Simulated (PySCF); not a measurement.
Cartesian coordinates (Å):
```xyz
6

O     -0.9950    -0.6871     0.3414
Si    -0.0747     0.4547    -0.3907
O      1.4760    -0.0448    -0.3391
F     -0.1055     1.8277     0.4179
H     -1.9481    -0.5888     0.2969
H      1.6474    -0.9616    -0.5646
```
Charge 0, spin multiplicity 2.

**Question.** Give the dipole moment, total energy and highest occupied spin orbital at the level PySCF with ωB97X-D3(BJ)/def2-TZVP // PBE0-D3(BJ)/def2-TZVP.

**Answer.** 
| Quantity | Value |
|---|---|
| dipole moment | 2.60 D |
| total energy | -14728.69 eV |
| highest occupied spin orbital | -8.71 eV |
